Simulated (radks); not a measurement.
Spherical quantum dot in the effective-mass picture: electrons in a hard-walled sphere of radius 3.02, all in effective atomic units (hartree* = m*/eps^2 hartree, bohr* = eps/m* bohr), one dielectric constant everywhere. Calculated with a radial shooting solver with Libxc functionals: non-relativistic Kohn-Sham, exchange-only LDA, spin-polarised, spherical densities. Levels are named by radial order and angular momentum (1s, 1p, 1d, 2s, ...), and open shells are averaged over m.

N = 35, configuration 1s2 1p6 1d10 2s2 1f14 1g(up 1, down 0). This is the lowest configuration that the search found. Occupied and some empty levels:

level,occupation,eigenvalue (hartree*),<r> (bohr*)
1s up,1,15.360,2.109
1s down,1,15.374,2.107
1p up,3,15.621,2.166
1p down,3,15.635,2.165
1d up,5,16.088,2.221
1d down,5,16.102,2.220
1f up,7,16.738,2.269
1f down,7,16.753,2.269
2s up,1,17.500,1.355
2s down,1,17.504,1.355
1g up,1,17.556,2.312
1g down,0,17.571,2.311
2p up,0,18.395,1.587
2p down,0,18.401,1.586
1h up,0,18.532,2.349
1h down,0,18.548,2.348
2d up,0,19.482,1.732
2d down,0,19.489,1.732
3s up,0,20.077,1.398
3s down,0,20.083,1.398

Energy (hartree*): total 320.992, kinetic 82.230, external 0, Hartree 257.80, exchange-correlation -19.037.
